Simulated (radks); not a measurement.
Numerical settings for the gallium ion Ga2+, [Ar] 3d10 4s1. All-electron calculation, Dirac Kohn-Sham, PBE, spin-unpolarised, spherical densities, finite nucleus; Fermi nuclear charge, rms radius 3.9973 fm. Program: a radial shooting solver on a logarithmic mesh with Libxc functionals. The defaults (mesh step 0.008 in ln r, mesh end at 40 bohr or more with all orbitals vanishing there, Anderson mixing 0.5 over 9 steps, residual threshold near 1e-9 with the energy settled to 1e-9 hartree or 1e-11 of itself, here a cap of 71 iterations) give E = -1943.0225 hartree and 4s1/2 at -26.067 eV in 15 iterations. Run on one thread of a shared host, so times are rough (Arm Neoverse N1): 0.12 s of CPU time, 0.12 s wall, 15 iterations on 2198 mesh points. Changes against that run (0 stands for a change within the tolerance of the run):

setting                     iterations  converged  E (mhartree)  e(4s1/2) (meV)  CPU (s)
mesh step in ln r 0.005             16        yes             0               0      0.2
mesh step in ln r 0.08              11         no      diverged               -     0.04
mesh step in ln r 0.03              15        yes     +0.000621               0     0.05
mesh end (bohr) 3                   15        yes          +277        +7.8e+03     0.11
mesh end (bohr) 8                   15        yes      +0.00601          +0.476     0.12
residual threshold 1e-16            71         no             0               0     0.32
residual threshold 1e-05            12        yes             0          -0.031     0.11
mixing 0.01                         29        yes             0               0     0.21
linear mixing, mixing 0.05          71         no        +0.121            -345     0.46
linear mixing, mixing 0.5           30        yes             0               0     0.19
mixing history 2                    22        yes             0               0     0.16
iteration cap 2                      2         no     +1.55e+03       -1.89e+04     0.02

Settings that end as converged yet miss the energy by more than 1 mhartree: mesh end (bohr) 3 (+0.277 hartree). A mesh that ends early acts as a hard wall.
